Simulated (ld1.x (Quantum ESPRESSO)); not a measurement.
# Transferability test, PAW potential for selenium

```json
{
 "Element": "selenium",
 "Generator": "ld1.x (Quantum ESPRESSO) 7.5",
 "Type": "PAW",
 "Functional": "BLYP",
 "Relativity": "fully relativistic",
 "Frozen core": "[Ar]",
 "Valence charge": "16",
 "Reference configuration": "3d10 4s1 4p5",
 "Partial waves": "4s (bound): rcut 1.15, rcutus 1.55 bohr; 4s channel at -0.8 Ry: rcut 1.15, rcutus 1.55 bohr; 4p (bound): rcut 1.35, rcutus 1.85 bohr; 4p channel at 0.3 Ry: rcut 1.35, rcutus 1.85 bohr; 3d (bound): rcut 0.70, rcutus 0.85 bohr; 3d channel at -2.75 Ry: rcut 0.70, rcutus 0.85 bohr",
 "Local potential": "all-electron potential smoothed inside 1.70 bohr (lloc = -1)",
 "Core correction": "a·sin(br)/r model core, default radius (core density twice the valence density)",
 "Augmentation charge": "PSQ, inside the norm-conserving radii"
}
```

Open shells are filled in proportion to 2j + 1 (rel_dist='average').

Energies are relative to the spin-unpolarised reference configuration 3d10 4s1 4p5; without spin polarisation the order of configurations can differ from experiment.

Q: Give the all-electron excitation energy and the error of the potential for: 3d10 4s2 4p4; 3d10 4s2 4p3; 3d10 4s2 4p2; 3d10 4s2 4p4.3; 3d10 4s0 4p6; 3d10 4s2 4p1; 3d10 4s2 4p3.5.

A:

| valence configuration | charge | ΔE all-electron (eV) | error AE − PS (meV) |
| --- | --- | --- | --- |
| 3d10 4s2 4p4 | 0 | -10.932 | -0.1 |
| 3d10 4s2 4p3 | +1 | -0.223 | +0.1 |
| 3d10 4s2 4p2 | +2 | 20.018 | -0.3 |
| 3d10 4s2 4p4.3 | -0.3 | -12.484 | -0.1 |
| 3d10 4s0 4p6 | 0 | 11.150 | -0.2 |
| 3d10 4s2 4p1 | +3 | 50.849 | -2.7 |
| 3d10 4s2 4p3.5 | +0.5 | -6.692 | 0.0 |

The ghost test of this file was not conclusive.
